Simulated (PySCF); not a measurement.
Species: C₃H₁₁NSi₂.
Atom-mapped SMILES: `[SiH3:1][SiH2:2][NH:3][CH:4]1[CH2:5][CH2:6]1` (hydrogens: H7, H8, H9 on Si1; H10, H11 on Si2; H12 on N3; H13 on C4; H14, H15 on C5; H16, H17 on C6)

Level of theory: PBE0-D3(BJ)/def2-SVP geometry optimisation, gas phase (PySCF 2.14.0).

(1) What internal coordinates does the optimisation give?

## Answers

(1) 
```csv
bond,length (pm)
Si1–Si2,234.5
Si2–N3,174.2
N3–C4,142.8
"C4–C5, C4–C6",150.1
C5–C6,149.9
"Si1–H7, Si1–H8, Si1–H9",149.7
"Si2–H10, Si2–H11",150.0
N3–H12,101.5
C4–H13,110.1
"C5–H14, C6–H17",109.3
"C5–H15, C6–H16",109.3
```

Bonds in one row agree within 1 pm and their mean is given. A selection of angles:
```csv
angle,degrees
Si2–Si1–H7,110.6
Si2–Si1–H8,110.1
H7–Si1–H8,108.1
H7–Si1–H9,108.8
Si1–Si2–N3,107.1
Si1–Si2–H10,109.1
N3–Si2–H10,114.9
N3–Si2–H11,109.0
H10–Si2–H11,106.4
Si2–N3–C4,122.8
Si2–N3–H12,117.3
C4–N3–H12,113.3
N3–C4–C5,118.6
N3–C4–C6,118.2
N3–C4–H13,116.9
C5–C4–C6,59.9
C5–C4–H13,115.6
C4–C5–C6,60.0
C4–C5–H14,118.3
C4–C5–H15,116.4
C6–C5–H14,118.9
C6–C5–H15,117.2
H14–C5–H15,115.0
C4–C6–H16,116.6
```

Torsions: Si1–Si2–N3–C4 175° (antiperiplanar); Si2–N3–C4–C5 -138° (anticlinal); N3–C4–C5–C6 108° (anticlinal); N3–C4–C6–C5 -109° (anticlinal). The mirror-image conformer, all signs reversed, is as good.

All 3 C–C bonds measure 1.499 to 1.501 Å. All internal angles of the 3-membered ring C4–C5–C6 are 60.0°. Si2 (SiH2 silicon) is distorted tetrahedral (angles from 106.4° to 114.9°). N3 (silicon-bound nitrogen) has angles 122.8°, 117.3° and 113.3°, sum 353.4°, 0.20 Å off the plane of its three neighbours. Of the pairs four or more bonds apart, Si2···H16 is among the closest relative to their van der Waals radii: 3.28 Å, 100 % of the sum of Bondi's values. Si1 (SiH3 silicon) is tetrahedral (angles from 108.1° to 110.9°).

Point group: C1 (no symmetry element, even within 0.4 Å). No PBE0-D3(BJ)/def2-SVP frequencies stand behind this structure, so it isn't proved a minimum. The numbers are those of one conformer.

On one thread, Arm Neoverse V1, shared host, this took 4.0 min. That covers the optimisation of the geometry.
